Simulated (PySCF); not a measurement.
# A survey of $^{19}$F NMR shifts

- geometry from GFN2-xTB
- shielding tensors at PBE0/pcSseg-1 (GIAO)
- code: PySCF 2.14
- isolated molecule, a single conformation, relativity neglected, averaged over atoms made equivalent by symmetry, fast rotation or ring inversion

Shieldings were converted by a linear fit to measured shifts: $^{19}$F (scatter 6.0 ppm rms, 7.0 ppm with the 5 outliers that the fit left out vs CFCl3, solution or neat liquid, with a term for F on sp3 carbon). Occasional misses reach two or three times the rms, and more in compound classes unlike the fitted ones.

Q: Give the $^{19}$F shifts of `O=C(CCCl)[C@H](F)C(F)=C(F)F`, `Fc1conc1C1CC1`.

A: 
```tsv
compound	environment	δ (ppm)
[O:1]=[C:2]([CH2:3][CH2:4][Cl:5])[C@H:6]([F:7])[C:8]([F:9])=[C:10]([F:11])[F:12]	F12: vinylic fluorine	-95.5
[O:1]=[C:2]([CH2:3][CH2:4][Cl:5])[C@H:6]([F:7])[C:8]([F:9])=[C:10]([F:11])[F:12]	F11: vinylic fluorine	-114.2
[O:1]=[C:2]([CH2:3][CH2:4][Cl:5])[C@H:6]([F:7])[C:8]([F:9])=[C:10]([F:11])[F:12]	F7: fluorine on an sp3 carbon	-190.5
[O:1]=[C:2]([CH2:3][CH2:4][Cl:5])[C@H:6]([F:7])[C:8]([F:9])=[C:10]([F:11])[F:12]	F9: vinylic fluorine	-196.0
Fc1conc1C1CC1	aryl fluorine	-189.1
```

Q: Order these by $^{19}$F shift, lowest first.
A. C=C(CF)c1cocn1
B. C#C[C@@H]1C(=O)NC[C@@H]1F
C. CC(=S)c1ccc(F)s1
D. CSC(F)(F)F
E. N#CC1=C[C@H](F)COC1
F. CC1=CC[C@@](F)(C#N)O1

A: A (-234.7 ppm, fluorine on an sp3 carbon), E (-202.3 ppm, fluorine on an sp3 carbon), B (-193.0 ppm, fluorine on an sp3 carbon), C (-113.6 ppm, aryl fluorine), F (-83.1 ppm, fluorine on an sp3 carbon), D (-49.1 ppm, fluorine of an SCF3 group).
